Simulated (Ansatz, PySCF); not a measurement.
Two conformers of C3H8O2 (SMILES OCCCO), B3LYP-D3(BJ)/def2-TZVP minima.
Conformer 1 (charge 0, multiplicity 1):
| atom | x (Å) | y (Å) | z (Å) |
|---|---|---|---|
| O | 1.1793 | 1.3802 | 0.1297 |
| C | 1.1517 | -0.0132 | 0.4731 |
| C | 0.0725 | -0.7906 | -0.2686 |
| C | -1.3399 | -0.2841 | 0.0079 |
| O | -1.5803 | 1.0134 | -0.5146 |
| H | 1.4724 | 1.4623 | -0.7850 |
| H | 2.1363 | -0.4617 | 0.3043 |
| H | 0.9592 | -0.0343 | 1.5474 |
| H | 0.1408 | -1.8412 | 0.0343 |
| H | 0.2628 | -0.7571 | -1.3469 |
| H | -1.5276 | -0.3080 | 1.0914 |
| H | -2.0716 | -0.9425 | -0.4630 |
| H | -0.8555 | 1.5768 | -0.2101 |
Conformer 2 (charge 0, multiplicity 1):
```xyz
13

O     -1.716    -0.484     0.978
C     -1.353    -0.295    -0.387
C     -0.032     0.444    -0.557
C      1.150    -0.297     0.055
O      2.363     0.444    -0.018
H     -1.837     0.381     1.385
H     -1.283    -1.301    -0.807
H     -2.148     0.230    -0.930
H     -0.100     1.439    -0.104
H      0.144     0.598    -1.629
H      1.262    -1.279    -0.425
H      0.973    -0.472     1.115
H      2.578     0.592    -0.945
```

No zero-point or thermal terms.

Codes used: Ansatz (Gaussian orbitals); PySCF for the dispersion terms. Values without a source in brackets are computed.

Q: What is the computed electronic energy of conformer 2 less that of conformer 1 (HF/cc-pVTZ)?

A: 1.4 kcal/mol

Ansatz is a first-principles code.
